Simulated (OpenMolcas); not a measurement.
# Tl²⁺: CASPT2 settings compared

- Program: OpenMolcas
- Basis: ANO-RCC-VDZP [7s6p4d2f1g]
- Scalar Hamiltonian: DKH3, point nucleus
- Active space: 1 electron in 8 orbitals (6s 6p 7s 7p)
- State averaging: 2S+1 = 2 even, 1 root; 2S+1 = 2 odd, 3 roots
- Spin-orbit coupling: state interaction with AMFI integrals over the reference wave functions, term energies averaged over their components

Methods on the same reference wave functions:
A. CASSCF
B. SS-CASPT2, IPEA 0.6 Eh, no level shift (closed shells correlated: 4f 5s 5p 5d)
C. SS-CASPT2, IPEA 0 Eh, imaginary shift 0.4 Eh (closed shells correlated: 5d)
D. XMS-CASPT2, IPEA 0.35 Eh, imaginary shift 0.1 Eh (closed shells correlated: 5d)

Energies in cm-1 above 6s 2S 1/2, the measured ground level; measured values from Moore, Atomic Energy Levels, vol. III, NSRDS-NBS 35 (1971 reprint of NBS Circular 467, 1958).

| Level | A | B | C | D | Measured |
| --- | --- | --- | --- | --- | --- |
| 6s 2S 1/2 | 0.0 | 0.0 | 0.0 | 0.0 | 0.0 |
| 6p 2P* 1/2 | 64452 | 69640 | 68940 | 68390 | 64157 |
| 6p 2P* 3/2 | 77723 | 82910 | 82210 | 81660 | 78970 |

Deviations, from unrounded energies. A percentage is the sum of absolute deviations over the sum of measured energies, with the sign that they share, or ± where signs differ.

| Against measurement | Levels | A | B | C | D |
| --- | --- | --- | --- | --- | --- |
| mean absolute deviation (cm-1) | 2 | 770 | 4700 | 4000 | 3500 |
| other configurations (%) | 2 | ±1.1 | +6.6 | +5.6 | +4.8 |

A lies closest to measurement on these levels and B furthest from it. The largest miss of A in the table is 6p 2P* 3/2, by -1200 cm-1. The ranking rests on the paired levels alone, and a cruder setting can come out closer through cancelling errors.

Among B to D the level of the table that moves most is 6p 2P* 1/2, by 1200 cm-1 (lowest in D, highest in B). Moves below CASPT2's spread within the term are not significant.

The lowest spin-free term lies below A's lowest term by 0.513 hartree in B, 0.317 hartree in C, 0.314 hartree in D.

CASPT2 breaks the degeneracy within a term, and the mean is taken; among the terms shown or strongly mixed into the levels shown the widest spread is 48 cm-1 (6p 2P*, D). With one active electron outside closed inactive shells, the extra shells (7p 7s) add no correlation to the reference. Spin-orbit splittings of 6p shells tend to come out small when the coupling is added on scalar orbitals. With one active electron the reference holds no correlation, so core polarisation is missing (holds for A). With one active electron, CASPT2 adds the correlation within the correlated inactive shells and between them and that electron, and leaves the splitting within a term as the reference gives it (holds for B; C; D). Measured partners are found by configuration, term and J. A level has none where our copy of the source lacks it or the pairing is in doubt (some pairs that miss far off the trend of their configuration count as doubtful), and it then counts in no deviation. Only configurations of the active space appear.

* marks odd parity.
